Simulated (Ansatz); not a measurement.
Basis sets compared for Ge2O4⁺. Charge 1, multiplicity 2. Geometry PBE-D4/def2-SVP. Ansatz on 4 threads of Arm Neoverse V2 on a shared host; times are rough, and most runs start from earlier orbitals.

Cartesian coordinates in Å:
```
Ge 0.2110 1.7271 0.7952
Ge -0.0925 -1.8822 -0.3312
O 1.4124 0.5103 -0.0380
O 1.1403 -0.5206 -0.8937
O -1.3266 0.7628 0.1663
O -1.3446 -0.5975 0.3014
```

The structure holds 2 bonds between oxygen atoms, so isomers without such links may lie far lower. Another isomer (doublet) lies 1.42 eV lower at PBE0-D4/def2-TZVP; other spin states weren't run for this one.

```tsv
level	functions	energy (Eh)	HOMO (eV)	LUMO (eV)	wall time
PBE-D4/def2-SVP	120	-4452.8265	-11.90	-11.11	2 s
PBE0-D4/def2-SVP	120	-4452.8629	-12.99	-10.42	3 s
```

Task: Estimate the rows for PBE-D4/def2-TZVP (with forces), PBE0-D4/def2-TZVP.

Result: 
```csv
level,functions,energy (Eh),HOMO (eV),LUMO (eV),wall time
PBE-D4/def2-TZVP (with forces),220,-4453.7156,-11.91,-11.08,4.1 s
PBE0-D4/def2-TZVP,220,-4453.7547,-12.89,-10.35,8.5 s
```
